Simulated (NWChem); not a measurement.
# 1,2,4-triazole (C$_{2}$H$_{3}$N$_{3}$); SMILES c1nc[nH]n1

Program: NWChem. Medium grid unless said otherwise, to which SCAN and Minnesota functionals are sensitive. The geometry was optimised at PBE0/def2-SVP. Level r2SCAN/def2-SVP: single points from the atomic guess with DIIS by default; each run changes one setting, and all converged runs end within 0.3 mHa of each other.

**Question.** Which setting needs the most SCF iterations, or fails (core-Hamiltonian guess; defaults; no level shifting; DIIS on 3 Fock matrices; no DIIS, 40 % damping; level shift of 0.5 Ha throughout)?

**Answer.** no DIIS, 40 % damping, which doesn't converge.
```
setting                                 SCF iterations
--------------------------------  --------------------
defaults                                            10
core-Hamiltonian guess                              14
no level shifting                                   10
DIIS on 3 Fock matrices                             11
level shift of 0.5 Ha throughout                    13
no DIIS, 40 % damping             not converged in 200
```
